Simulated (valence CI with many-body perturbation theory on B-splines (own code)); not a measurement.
The numbers below are computed, except where a source is named.
Sm21+: input, log and results

The program does CI of the valence electrons with many-body perturbation theory for a frozen closed Dirac-Fock core.

Command, and the settings that its task file holds:

```sh
python run_cv.py task.json out
```

```
atom Sm  Z=62  mass_number=152  rms_radius_fm=5.0819
core [Kr] 4d1
valence 4d5
avg = 1
basis = S
breit = 1
cap = 10000
capref = 1200
cscale = 1
de = 0.0
dress = 0
eps = 2e-08
extrap = 1
h = 0.27
hh = 1
l2 = 3
lcore = 6
maxit = 60
n2 = 5
natural = 1
nlev = 21
nno = [3, 3, 3, 3, 1]
nroot = 26
nsp = [3, 3, 2, 2, 0]
pt2 = 1
qed = 1
rpa = 1
s1 = 1
s2 = 1
s3 = 1
screen = 1
tol = 2e-05
whole = 1
```

What became of the run, and why?

It gave no result: the perturbation theory needs a core of closed shells. The program said: "the core must hold closed shells only".
